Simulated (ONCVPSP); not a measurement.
# hafnium (Hf), ONCV: configuration errors across variants

```
Element                 : hafnium
Generator               : ONCVPSP 4.0.1
Type                    : optimised norm-conserving Vanderbilt (ONCV)
Functional              : Wu-Cohen
Relativity              : scalar-relativistic
Frozen core             : [Kr] 4d10 4f14
Valence charge          : 12
Reference configuration : 5s2 5p6 5d2 6s2
Partial waves           : 5s+6s: rc 1.60 bohr, ncon 4, nbas 7, qcut 8.2 1/bohr, 3 projectors, debl 2.5 Ha; 5p: rc 1.70 bohr, ncon 4, nbas 9, qcut 9.4 1/bohr, 3 projectors, debl 2.2 Ha; 5d: rc 3.25 bohr, ncon 4, nbas 9, qcut 5.6 1/bohr, 2 projectors, debl 3.7 Ha
Local potential         : polynomial inside 1.40 bohr (lpopt 5, dvloc0 0 Ha)
Core correction         : none
```

All-electron excitation energies from the reference (eV): (1) 5s2 5p6 5d2 6s1 8.022; (2) 5s2 5p6 5d2 6s0 22.152; (3) 5s2 5p6 5d2 6s0 6p2 7.967.

3 further variants failed, have other tests or another functional or relativity, and are left out.

Errors AE − PS in meV (a dash: test not solved or not reliable):

```csv
change,(1),(2),(3),bound ghosts,GHOST(+) flags above zero
base,-2.5,+0.4,+0.7,none,s
d: rc 4.32,+24,+87,-1.1,none,s
"local potential polynomial inside 1.40 bohr (lpopt 5, dvloc0 -1 Ha)",-2.5,+0.4,+0.7,none,s
"all radii scaled by about 1.18 (s 1.88, p 2.00, d 3.84 bohr); local potential polynomial inside 1.66 bohr (lpopt 5, dvloc0 0 Ha)",-1.9,-2.9,-4.1,none,s
"p: ncon 5, nbas 10",-2.5,+0.6,+0.7,none,s
```

Problem. Give the same row for: p: nbas 7.

Solution. -2.6, +0.4, +0.6; bound ghosts: none; GHOST(+) flags above zero: s.
